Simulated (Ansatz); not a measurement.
Ideal-gas functions of F₃HOZr (`[OH][Zr]([F])([F])[F]`) at 800 K and 1 bar, from an Ansatz frequency run at PBE0-D4/def2-TZVP.

Molar mass 165.22 g/mol, point group C3v (symmetry number 3), electronic degeneracy 1, moments of inertia 180.874, 180.955, 182.793 u Å². Harmonic wavenumbers (cm⁻¹, unscaled): 163, 163, 175, 175, 179, 233, 233, 664, 671, 671, 751, 4001.

Use S(trans) = R[1.5 ln M + 2.5 ln T − 1.1517]; rotational temperatures θ = 24.2544 K / I; S(rot) = R[ln(√π/σ · √(T³/θAθBθC)) + 1.5]; for each mode x = 1.438777 ν̃/T, S = R[x/(eˣ − 1) − ln(1 − e⁻ˣ)] and H = RT x/(eˣ − 1); 1 cm⁻¹ = 0.0119627 kJ/mol; R = 8.31446 J/(mol·K).

Task: By hand: the entropy, in J/(mol·K).

Result: Translation 193.1. Rotation: θ = 0.1341, 0.134, 0.1327 K, giving 116.6. Vibration, mode by mode: 18.55, 18.55, 17.96, 17.96, 17.77, 15.61, 15.61, 7.32, 7.24, 7.24, 6.42, 0.05, in all 150.3. Electronic 0.0. Sum 460.0 J/(mol·K).

Task: By hand: H − E and G − E in kJ/mol, counted from the electronic energy.

Result: Zero-point energy ½ × 8079 × 0.0119627 = 48.3; thermal vibration 52.6; translation, rotation and pV give 4 RT = 26.6. H − E = 127.5 kJ/mol, and G − E = 127.5 − 800 × 460.0/1000 = -240.5 kJ/mol.

Vibration gives 33 % of the entropy. The sum counts one conformer and one mirror image; others add a mixing term.
